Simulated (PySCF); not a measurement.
**Orbital energies, ionisation energy and electron affinity**

C₅H₆N₂O₂.
Atom-mapped SMILES: `[CH3:1][C:2](=[O:3])[c:4]1[n:5][o:6][c:7]([CH3:8])[n:9]1` (hydrogens: H10, H11, H12 on C1; H13, H14, H15 on C8)

Geometry (PBE0-D3(BJ)/def2-SVP, Å), atoms numbered from 1 in this order:
```xyz
15
C5H6N2O2 angstrom
C     -2.5966    0.4785   -0.1958
C     -1.9510   -0.5805    0.6494
O     -2.5642   -1.3798    1.3095
C     -0.4500   -0.5923    0.6288
N      0.2557   -1.4561    1.3120
O      1.5413   -1.1196    1.0193
C      1.5143   -0.0783    0.1783
C      2.7978    0.4749   -0.3012
N      0.3034    0.2909   -0.0989
H     -2.2955    0.3588   -1.2479
H     -2.2454    1.4755    0.1103
H     -3.6860    0.4063   -0.0983
H      3.3150   -0.2550   -0.9419
H      2.6036    1.3859   -0.8778
H      3.4600    0.7056    0.5454
```

Level: CAM-B3LYP/def2-SVPD (PySCF). Frontier orbitals with their largest atomic shares (Löwdin; up to four atoms above 4 %):

| orbital | ε (eV) | main atoms |
| --- | --- | --- |
| HOMO−3 | -11.43 | N9 34 %, O6 22 %, C4 12 %, O3 12 % |
| HOMO−2 | -10.63 | N9 42 %, N5 32 %, C4 8 %, O6 6 % |
| HOMO−1 | -9.99 | N5 34 %, C4 15 %, C7 14 %, N9 10 % |
| HOMO | -9.30 | ? |
| LUMO | -0.88 | C2 21 %, N5 21 %, O3 20 %, C4 15 % |
| LUMO+1 | 0.60 | C7 28 %, N9 23 %, O6 10 %, C8 8 % |
| LUMO+2 | 0.97 | C8 27 %, C7 18 %, H15 8 %, H13 8 % |

What vertical ionisation energy does ΔSCF give, and how far is −ε(HOMO) from it?

ΔSCF: 10.04 eV (969 kJ/mol; threshold wavelength 123 nm); ⟨S²⟩ of the doublet left behind is 0.758, against 0.75 for a pure doublet. −ε(HOMO) is 9.30 eV, 0.74 eV below it. In exact Kohn–Sham theory the two would be equal; CAM-B3LYP (range-separated hybrid) falls short of its own ΔSCF value by 7 %.

On which atoms does the HOMO lie?

O3 (ketone oxygen) 63 %, C2 (ketone carbonyl carbon) 11 %, C1 (methyl carbon next to a carbonyl) 10 %, C4 (substituted aromatic carbon) 8 %, so more than half of it is on one atom. The HOMO−1 lies 0.69 eV lower.

And the vertical electron affinity, the fundamental gap, Mulliken's electronegativity and the hardness (with the factor ½)?

EA = 0.18 eV by ΔSCF (−ε(LUMO) = 0.88 eV). IE − EA = 9.86 eV against an orbital gap of 8.42 eV; (IE + EA)/2 = 5.11 eV; (IE − EA)/2 = 4.93 eV.

Shift the occupied levels rigidly so that −ε(HOMO) equals the ΔSCF value. What binding energies result?

The shift is +0.74 eV: HOMO 10.04, HOMO−1 10.73, HOMO−2 11.37, HOMO−3 12.17 eV. A rigid shift is only a rough guide to the deeper ionisations.

How many of the 10 lowest singlet excitations (vertical TDDFT, same level) lie below the ionisation energy?

All 10; they run from 3.88 to 8.05 eV.

Geometry: PBE0-D3(BJ)/def2-SVP, one conformer, isolated molecule.
